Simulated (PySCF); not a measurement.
Vertical excitation energies

Species: In(H2S)H3.
Z-matrix (Å and degrees, PBE0-D3(BJ)/def2-SVP geometry), rows numbered from 1:
```
In
S   1  2.8825
H   2  1.3509  1   95.49
H   2  1.3509  1   95.48  3    93.29
H   1  1.7367  2   94.23  3    73.20
H   1  1.7418  2   93.76  3   -46.21
H   1  1.7361  2   94.26  3  -165.85
```

Level of theory: TDDFT CAM-B3LYP/def2-SVPD, vertical, gas phase, core orbitals frozen in the response, def2 core potentials past Kr (PySCF). Spin–orbit coupling is left out.

**Question.** Predict the UV-vis stick spectrum at this level.

**Answer.** 

| state | E (eV) | E (kJ/mol) | λ (nm) | f | main configurations (H = HOMO, L = LUMO) |
| --- | --- | --- | --- | --- | --- |
| S1 | 5.79 | 559 | 214.1 | 0.0011 | H→L (77%), H→L+1 (16%) |
| S2 | 5.87 | 566 | 211.3 | 0.0005 | H-1→L (74%), H-1→L+1 (19%) |
| S3 | 6.56 | 633 | 189.0 | 0.0000 | H-2→L+2 (88%) |
| S4 | 6.70 | 646 | 185.1 | 0.087 | H→L+1 (55%), H-2→L (25%), H→L (11%) |
| S5 | 6.86 | 662 | 180.8 | 0.159 | H-2→L (58%), H→L+1 (24%) |
| S6 | 6.87 | 663 | 180.5 | 0.124 | H-1→L+1 (75%), H-1→L (16%) |
| S7 | 7.09 | 684 | 174.8 | 0.0053 | H→L+2 (91%) |
| S8 | 7.21 | 695 | 172.1 | 0.026 | H-1→L+2 (97%) |
| S9 | 7.72 | 745 | 160.7 | 0.0002 | H-1→L+6 (34%), H-1→L+5 (20%), H→L+7 (14%) |
| S10 | 7.74 | 747 | 160.1 | 0.083 | H→L+3 (74%), H→L+6 (9%) |

Triplets (Tamm–Dancoff): T1 5.38 eV, H→L (70%), H→L+1 (17%); T2 5.45 eV, H-1→L (69%), H-1→L+1 (18%); T3 6.08 eV, H-2→L+2 (88%); T4 6.20 eV, H→L+1 (37%), H→L+3 (28%), H→L+9 (10%).

The lowest singlet lies at 5.79 eV (214 nm, ultraviolet) and is very weak; its leading configuration is HOMO→LUMO (77%). The most intense listed level is S5 at 6.86 eV (181 nm, f = 0.159), 1.07 eV above S1. Löwdin shares by element: HOMO hydrogen 56% or more, indium 41%; LUMO indium 36%, sulfur 34%, hydrogen 15% or more. Orbital energies (eV): HOMO-3 -12.72, HOMO-2 -10.09, HOMO-1 -9.06, HOMO -9.00, LUMO -0.11, LUMO+1 0.45, LUMO+2 0.73. Of the 10 states listed, 5 reach f = 0.01 and 2 stay under 0.0005. No computed singlet lies in the visible range (380 to 750 nm); the lowest, at 214 nm, stands 2.53 eV above its violet end (3.26 eV). All these states lie below the vertical ionisation energy of 9.98 eV (ΔSCF). Only the lowest 10 singlets were computed, as vertical energies without vibronic structure.

Time: 50 s wall. Hardware: one thread of an x86-64 server, shared host.
